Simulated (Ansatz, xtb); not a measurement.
# Relative energy of two isomers of C3H6SSi

Structure a is `[SiH3]C#CCS`, a singlet and structure b is `[SiH3]CC#CS`, a singlet. Both are isolated molecules in the gas phase, relaxed with PBE0-D3(BJ)/def2-SVP; the shapes shown needn't be the lowest conformers.

a (Å):

```xyz
11

C    -1.8707    0.1882    0.2372
C    -1.5430   -0.7441    0.9512
C    -1.1758   -1.8454    1.8188
S    -0.4731   -1.3270    3.4268
Si   -2.3458    1.5921   -0.8339
H    -3.3608    1.1438   -1.8322
H    -1.1459    2.1098   -1.5541
H    -2.9291    2.6854   -0.0020
H    -2.0363   -2.5129    1.9832
H    -0.3848   -2.4535    1.3513
H    -1.5655   -0.6518    3.8437
```

b (Å):

```yaml
atoms:
  - { symbol: C, position_ang: [-1.0221, -1.0027, 0.5030] }
  - { symbol: C, position_ang: [-1.8441, -0.7650, 1.6693] }
  - { symbol: C, position_ang: [-2.5533, -0.5079, 2.6250] }
  - { symbol: S, position_ang: [-3.4909, -0.2953, 4.0128] }
  - { symbol: Si, position_ang: [-1.1426, 0.4463, -0.7226] }
  - { symbol: H, position_ang: [-2.5560, 0.6110, -1.1711] }
  - { symbol: H, position_ang: [-0.2770, 0.1554, -1.9061] }
  - { symbol: H, position_ang: [-0.6776, 1.7024, -0.0654] }
  - { symbol: H, position_ang: [-1.3306, -1.9216, -0.0257] }
  - { symbol: H, position_ang: [0.0398, -1.1278, 0.7784] }
  - { symbol: H, position_ang: [-4.0034, 0.9181, 3.6961] }
```

Task: Estimate which is lower in electronic energy at CCSD(T)/def2-SVP + ΔMP2/def2-TZVPP, and by roughly how much.

Result: The CCSD(T)/def2-SVP + ΔMP2/def2-TZVPP calculation puts structure a lower, by 5.6 kcal/mol.

The same difference at several levels:

| level | geometry | E(b) − E(a) (kcal/mol) | departure from the last row (kcal/mol) | job, with rough time for the two |
| --- | --- | --- | --- | --- |
| GFN2-xTB | GFN2-xTB | +2.3 | −3.3 | optimisation, 0.26 s |
| HF/STO-3G | GFN2-xTB | +0.9 | −4.7 | single point, 0.4 s |
| r2SCAN-D4/def2-SVP | GFN2-xTB | +3.5 | −2.1 | single point, 2.8 s |
| PBE0-D3(BJ)/def2-SVP | PBE0-D3(BJ)/def2-SVP | +2.9 | −2.8 | optimisation, 34 s |
| HF/def2-SVP | PBE0-D3(BJ)/def2-SVP | +6.7 | +1.1 | part of the CCSD(T) run |
| MP2/def2-SVP | PBE0-D3(BJ)/def2-SVP | +5.0 | −0.7 | part of the CCSD(T) run |
| CCSD(T)/def2-SVP | PBE0-D3(BJ)/def2-SVP | +5.2 | −0.4 | single point |
| CCSD(T)/def2-SVP + ΔMP2/def2-TZVPP | PBE0-D3(BJ)/def2-SVP | +5.6 |  | single point, 27 s |

As drawn, both hold the same kinds of bond in the same numbers.

The levels shown agree on the order. The largest departure from CCSD(T)/def2-SVP + ΔMP2/def2-TZVPP is that of HF/STO-3G, 4.7 kcal/mol. The last row adds to CCSD(T) the change of the MP2 difference between the two basis sets, here +0.4 kcal/mol.

With harmonic frequencies from PBE0-D3(BJ)/def2-SVP (ideal gas, rigid rotor, one conformer each, 298.15 K, 1 atm): on the last row, ΔE + ΔZPE = +5.2 kcal/mol. A mode under 50 cm⁻¹ makes harmonic enthalpies and free energies unreliable, so none is given.

The correlated steps freeze 13 core orbitals. Run with Ansatz 0.2.0, xtb 6.7.1; the last row on 2 threads of Intel(R) Xeon(R) 6975P-C (Granite Rapids) on a shared host.
